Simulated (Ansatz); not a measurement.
System: sum formula BN2H4Cl, net charge 0, singlet state. 
Geometry from a B3LYP-D3(BJ)/def2-TZVP (Ansatz, an electronic-structure program) optimisation:
```xyz
8

N     -1.1176    -1.2074    -0.2308
B      0.0437    -0.4192    -0.1476
N      1.3329    -0.8584    -0.4964
Cl    -0.1325     1.2714     0.4475
H     -1.1216    -2.1602    -0.5500
H     -2.0201    -0.8535     0.0290
H      1.5326    -1.7822    -0.8377
H      2.1363    -0.2615    -0.4215
```

Basis-set convergence of Hartree-Fock and CCSD(T) correlation energies (hartree) with Ansatz. Cores are frozen in the correlated levels unless marked. Spin-orbit coupling is left out. No relativistic terms.

```
basis            functions       E(HF)  E(corr, CCSD(T))
---------------  ---------  ----------  ----------------
aug-cc-pV(D+d)Z        137  -595.58614          -0.65103
aug-cc-pV(T+d)Z        285  -595.63246          -0.79253
aug-cc-pV(Q+d)Z        513  -595.64419          -0.83693
```

Extrapolating the two largest sets (X = 3 and 4) as X^-3: E(corr) = (64·(-0.83693) - 27·(-0.79253))/37 = -0.8693 Eh, an estimate of the basis-set limit. The largest set recovers 96.3 % of it, the smallest 74.9 %.
